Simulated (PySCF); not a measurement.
Constitutional and geometric isomers with formula CH5BO. Gas-phase values, no solvent. One relaxed conformer stands for each flexible species; it need not be the lowest. Strings in code marks are SMILES.

The four lowest singlet excitations (Tamm–Dancoff). All values below come from PySCF with PBE-D3(BJ)/def2-TZVP // B3LYP-D3(BJ)/def2-TZVP. Excitations are Tamm–Dancoff values on a coarser integration grid. The basis has no diffuse functions, so Rydberg states are missing or too high.

```json
[
 {"state": "S1", "energy (eV)": "6.46", "wavelength (nm)": "192", "oscillator strength": "0.001"},
 {"state": "S2", "energy (eV)": "7.29", "wavelength (nm)": "170", "oscillator strength": "0.003"},
 {"state": "S3", "energy (eV)": "8.10", "wavelength (nm)": "153", "oscillator strength": "0.030"},
 {"state": "S4", "energy (eV)": "8.39", "wavelength (nm)": "148", "oscillator strength": "0.015"}
]
```

Task: Name which member gives these states.
A. `CBO` (C–B–O–H torsion 180°)
B. `BCO`
C. `BOC`

Result: A, `CBO` (C–B–O–H torsion 180°)
